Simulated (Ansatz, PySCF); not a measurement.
CH4ClFOSi2, SMILES O1[Si@H](F)[Si@H](C1)Cl. Atoms are numbered in the order given.

```xyz
10

F      2.6519    -0.6843    -0.3830
Si     1.4064     0.0007     0.4099
O      1.0433     1.5238    -0.2027
C     -0.2365     1.4475    -0.8816
Si    -0.7214    -0.3791    -0.4737
Cl    -2.3078    -0.5298     0.8684
H      1.8048     0.0284     1.8377
H     -0.1098     1.6570    -1.9580
H     -0.9291     2.1958    -0.4631
H     -1.0048    -1.2816    -1.6225
```
Charge 0, spin multiplicity 1.

Geometry: B3LYP-D3(BJ)/def2-SVP. The structure was generated by enumeration; whether it is a known compound was not checked.

Two levels are set side by side: PBE-D3(BJ)/def2-SVP (Ansatz, a program for electronic structure) and B3LYP-D3(BJ)/def2-SVP (Ansatz). Each level has its own optimised geometry; the coordinates shown are those of the second. Frequencies come from the Hessian of PySCF at each geometry. Differences are taken from unrounded values.

| quantity | B3LYP-D3(BJ) |
|---|---|
| mean bond length (Å) | 1.629 |
| bond F1–Si2 (Å) | 1.628 |
| bond Si2–O3 (Å) | 1.681 |
| bond Si2–Si5 (Å) | 2.335 |
| bond O3–C4 (Å) | 1.451 |
| bond C4–Si5 (Å) | 1.933 |
| bond Si5–Cl6 (Å) | 2.083 |
| bond Si2–H7 (Å) | 1.483 |
| bond C4–H8 (Å) | 1.104 |
| bond C4–H9 (Å) | 1.102 |
| bond Si5–H10 (Å) | 1.488 |
| highest harmonic wavenumber (cm⁻¹) | 3098 |
| mean harmonic wavenumber (cm⁻¹) | 998 |
| zero-point energy (kcal/mol) | 34.23 |

Q: What does PBE-D3(BJ) give, and how far is it from B3LYP-D3(BJ)? (The exact figures need the calculation; the answer reports its results.)

A: 
| quantity | PBE-D3(BJ) | PBE-D3(BJ) minus B3LYP-D3(BJ) |
|---|---|---|
| mean bond length (Å) | 1.639 | 0.010 |
| bond F1–Si2 (Å) | 1.640 | 0.013 |
| bond Si2–O3 (Å) | 1.698 | 0.016 |
| bond Si2–Si5 (Å) | 2.342 | 0.007 |
| bond O3–C4 (Å) | 1.454 | 0.003 |
| bond C4–Si5 (Å) | 1.940 | 0.007 |
| bond Si5–Cl6 (Å) | 2.088 | 0.004 |
| bond Si2–H7 (Å) | 1.498 | 0.015 |
| bond C4–H8 (Å) | 1.113 | 0.009 |
| bond C4–H9 (Å) | 1.111 | 0.009 |
| bond Si5–H10 (Å) | 1.504 | 0.016 |
| highest harmonic wavenumber (cm⁻¹) | 3028 | -70 |
| mean harmonic wavenumber (cm⁻¹) | 965 | -33 |
| zero-point energy (kcal/mol) | 33.10 | -1.12 |

Exact exchange shortens and stiffens bonds; PBE has none. Differences between two approximate levels are no errors against the true value.
